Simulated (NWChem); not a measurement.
System: C3H3ClF2; SMILES FC(F)C(Cl)=C

```xyz
9

C     -1.6864    -0.2707    -0.5025
C     -0.4105    -0.3090    -0.1308
Cl     0.5167    -1.7670    -0.0899
C      0.3805     0.8967     0.3066
F     -0.4045     1.9916     0.3050
F      1.4062     1.1140    -0.5404
H     -2.2135     0.6847    -0.4996
H     -2.2170    -1.1736    -0.8084
H      0.7956     0.7587     1.3214
```
Atoms are numbered in this order, from 1.

The geometry was optimised at PBE0/def2-SVP.

Task: Give the principal values of the shielding tensors (ppm) of C1, C2, Cl3, C4, F5 from BHandHLYP/pcSseg-1, GIAO (NWChem), with their diamagnetic and paramagnetic parts as GIAO splits them.

Result: 
| atom | σ11 | σ22 | σ33 | isotropic | diamagnetic | paramagnetic |
|---|---|---|---|---|---|---|
| C1 | -62.5 | 73.6 | 160.8 | 57.3 | 254.0 | -196.7 |
| C2 | -81.6 | 77.0 | 111.2 | 35.5 | 260.9 | -225.3 |
| Cl3 | 548.9 | 694.8 | 1012.2 | 752.0 | 1146.6 | -394.7 |
| C4 | 60.1 | 73.8 | 86.6 | 73.5 | 237.4 | -164.0 |
| F5 | 242.2 | 365.5 | 387.1 | 331.6 | 475.1 | -143.5 |
